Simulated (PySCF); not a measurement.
**Electronic absorption of C7H7Cl2N**

Compound: C₇H₇Cl₂N.
SMILES: `N#C[C@@]12CC[C@@H]1[C@H]2C(Cl)Cl`

Method: PySCF, TDDFT CAM-B3LYP/def2-SVPD, vertical, gas phase, core orbitals frozen in the response. Isolated species at its PBE0-D3(BJ)/def2-SVP geometry (one conformer only). Torsions of this conformer, `[N:1]#[C:2][C@@:3]12[CH2:4][CH2:5][C@@H:6]1[C@H:7]2[CH:8]([Cl:9])[Cl:10]`: C6–C7–C8–Cl9 157°.

```tsv
state	E (eV)	E (hartree)	f	|μ| (D)	main configurations (H = HOMO, L = LUMO)
S1	6.71	0.2465	0.0064	0.50	H→L (28%), H→L+3 (18%), H→L+1 (11%)
S2	7.05	0.2589	0.0086	0.57	H-1→L (56%), H-3→L (18%)
S3	7.07	0.2599	0.0018	0.26	H-2→L (72%)
S4	7.17	0.2636	0.065	1.55	H→L+1 (36%), H-3→L (10%), H→L+6 (8%)
S5	7.31	0.2688	0.0027	0.31	H-3→L (22%), H-5→L (14%), H-4→L (12%)
S6	7.47	0.2744	0.031	1.05	H-1→L+1 (34%)
```

The lowest singlet lies at 6.71 eV (185 nm, vacuum ultraviolet) and is weak; its leading configuration is HOMO→LUMO (28%). The most intense listed level is S4 at 7.17 eV (173 nm, f = 0.065), 0.47 eV above S1. Löwdin shares by element: HOMO carbon 50% or more, nitrogen 20% (atoms not listed hold the other 30%); LUMO chlorine 57%, carbon 19% or more, nitrogen 6% (atoms not listed hold the other 19%). The oscillator strengths of these states sum to 0.116; summed over the whole spectrum of an exact calculation they would give the number of electrons, 90 (Thomas–Reiche–Kuhn). The listed states span 0.76 eV, and the widest gap between neighbours is 0.34 eV (S1 to S2). Weighted by f, the mean energy of these states is 7.22 eV. Singlets were solved by full linear response.
